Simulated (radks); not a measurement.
Initial-state core-level shifts of neutral rhenium when its valence configuration changes from [Xe] 4f14 5d5 6s2. Calculated with a radial shooting solver on a logarithmic mesh with Libxc functionals: scalar-relativistic Kohn-Sham, PBE, spin-unpolarised, spherical densities, point nucleus. Shifts are changes of the shell-averaged eigenvalues in eV (positive: less bound).

valence	1s	2p	3s	5s
4f13 5d6 6s2	-10.095	-10.866	-12.535	-3.975
4f14 5d4 6s2 6p1	-4.250	-4.342	-4.311	-4.210
4f12 5d5 6s2 6p2	-30.371	-32.215	-35.616	-17.204
4f14 5d5.5 6s1.5	+1.118	+1.169	+1.157	+1.124
4f12.5 5d4.5 6s2 6p2	-24.754	-26.164	-28.638	-15.060
4f13.5 5d5.5 6s2	-4.979	-5.355	-6.170	-1.996
4f13.5 5d4.5 6s1 6p2	-10.949	-11.395	-12.187	-7.890
4f13 5d5 6s2 6p1	-14.631	-15.499	-17.136	-8.433
4f14 5d6 6s1	+2.134	+2.233	+2.211	+2.157
